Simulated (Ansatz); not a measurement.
Stepwise reaction of `[OH][Ge]([SiH3])([Cl])[Cl]` with water, as a gas-phase model of exchange steps in deposition or etching. ΔE in kJ/mol.

Computed with Ansatz on PBE0-D4/def2-TZVP structures; ΔE is electronic, products minus reactants. CBS: MP2 limit from def2 TZ/QZ plus the TZ coupled-cluster correction, frozen cores. This one scheme is used for every species. Functionals use def2-TZVPP. B3LYP here is the variant with VWN-RPA as its local correlation; programs differ in this. For Ge outer-core shells are correlated without core-valence functions, which leaves a few kJ/mol of doubt a bond. Scalar relativity is left out up to krypton. Each species was taken in one conformer, which may not be the lowest.

| step | reaction | PBE-D4 | B3LYP-D4 | ωB97M-V | CCSD(T)/CBS |
| --- | --- | --- | --- | --- | --- |
| 1 | `[OH][Ge]([SiH3])([Cl])[Cl]` + H₂O → `[OH][Ge]([OH])([SiH3])[Cl]` + HCl | 41.0 | 39.5 | 38.2 | 38.2 |
| 2 | `[OH][Ge]([OH])([SiH3])[Cl]` + H₂O → `[OH][Ge]([OH])([OH])[SiH3]` + HCl | 46.0 | 43.8 | 42.3 | 42.3 |

Q: By hand: ΔE of the 2 steps together at CCSD(T)/CBS.

A: (38.2) + (42.3) = 80.5 kJ/mol, or 40.2 kJ/mol a step.

In ΔE the steps differ by no more than 4.1 kJ/mol. All are uphill at CCSD(T)/CBS. PBE-D4 differs from CCSD(T)/CBS by 2.8 to 3.7 kJ/mol a step. Only this route is followed, and other bonds may react first. Isolated molecules leave out the surface, adducts and barriers. Largest T1 diagnostic: 0.013.
